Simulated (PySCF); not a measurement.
Computed with PBE0-D4/def2-TZVP // PBE0-D4/def2-SVP in PySCF. All species are isolated molecules in the gas phase. One relaxed conformer stands for a flexible species; it need not be the lowest. Delta-SCF ions had no search for a lower state. Excitations are Tamm–Dancoff values on a coarser integration grid. The basis has no diffuse functions, so Rydberg states are missing or too high.

Reference species (SMILES): `COC([SiH3])(OC)OC` (neutral, multiplicity 1).

- HOMO: -7.28 eV
- T1 excitation (TDA): 6.45 eV
- S1 excitation (TDA): 7.10 eV
- vertical ionisation energy (Delta-SCF): 9.11 eV

Changed species: `COC([SiH3])([SiH3])[SiH3]` (C–O–C–Si torsion 64°) (3 of 4 OCH3 replaced by SiH3; the reference has 1 of 4 OCH3 replaced by SiH3).

Question: Predict the effect on the HOMO, T1 excitation (TDA), S1 excitation (TDA) and vertical ionisation energy (Delta-SCF).

Answer: the HOMO rises by 0.07 eV, to -7.21 eV; the T1 excitation (TDA) decreases by 1.03 eV, to 5.42 eV; the S1 excitation (TDA) falls by 1.23 eV, to 5.87 eV; the vertical ionisation energy (Delta-SCF) drops by 0.14 eV, to 8.97 eV.
